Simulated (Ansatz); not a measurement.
Consider the substitution at a C–Si bond: `NCC[SiH2]F` + H₂S → `NCCS` + `F[SiH3]`.

Isolated molecules relaxed with PBE0-D4/def2-TZVP in Ansatz; ΔE leaves out vibrations. CCSD(T)/CBS adds triple-zeta CCSD(T) − MP2 to the extrapolated MP2 energy (def2 sets, frozen cores). This one scheme is used for every species. Functionals use def2-TZVPP. B3LYP here is the variant with VWN-RPA as its local correlation; programs differ in this. HSE06 is defined as in plane-wave codes. Each species was taken in one conformer, which may not be the lowest.

| level | ΔE (kcal/mol) | difference from CCSD(T)/CBS |
| --- | --- | --- |
| LDA (SPW92) | 10.8 | -0.1 |
| PBE-D4 | 10.6 | -0.3 |
| revPBE-D4 | 10.1 | -0.8 |
| BLYP-D4 | 10.2 | -0.7 |
| r2SCAN-D4 | 11.4 | 0.5 |
| PBE0-D4 | 11.0 | 0.1 |
| B3LYP-D4 | 10.7 | -0.2 |
| r2SCANh-D4 | 11.4 | 0.5 |
| r2SCAN0-D4 | 11.4 | 0.5 |
| HSE06-D4 | 11.0 | 0.1 |
| BHLYP-D4 | 10.9 | 0.0 |
| CAM-B3LYP-D4 | 11.1 | 0.2 |
| ωB97X-V | 10.8 | -0.1 |
| ωB97M-V | 11.4 | 0.5 |
| B2PLYP | 10.6 | -0.3 |
| PBE | 10.6 | -0.3 |
| revPBE | 10.6 | -0.3 |
| BLYP | 10.4 | -0.5 |
| r2SCAN | 11.3 | 0.4 |
| PBE0 | 10.9 | 0.0 |
| r2SCANh | 11.3 | 0.4 |
| r2SCAN0 | 11.3 | 0.4 |
| HSE06 | 10.9 | 0.0 |
| BHLYP | 10.8 | -0.1 |
| CAM-B3LYP | 11.0 | 0.1 |
| LC-ωPBE | 11.6 | 0.7 |
| RPA@PBE/def2-TZVPP | 10.3 | -0.6 |
| MP2/def2-SVP | 10.5 | -0.4 |
| CCSD/def2-SVP | 10.8 | -0.1 |
| CCSD(T)/def2-SVP | 10.5 | -0.4 |
| HF/def2-TZVPP | 10.4 | -0.5 |
| MP2/def2-TZVPP | 10.5 | -0.4 |
| SCS-MP2/def2-TZVPP | 10.1 | -0.8 |
| CCSD/def2-TZVPP | 11.3 | 0.4 |
| HF/def2-QZVPP | 10.4 | -0.5 |
| MP2/def2-QZVPP | 10.5 | -0.4 |
| SCS-MP2/def2-QZVPP | 10.1 | -0.8 |
| HF/CBS(def2) | 10.4 | -0.5 |
| MP2/CBS(def2) | 10.5 | -0.4 |
| CCSD/CBS(def2) | 11.2 | 0.3 |
| CCSD(T)/CBS | 10.9 | 0 |

Largest T1 diagnostic among the species: 0.011.

Leaving LDA and LC-ωPBE aside and taking each functional with its dispersion term where it has one, the values, not all of them listed here, spread over 1.6 kcal/mol, from revPBE-D4 to B97M-V.
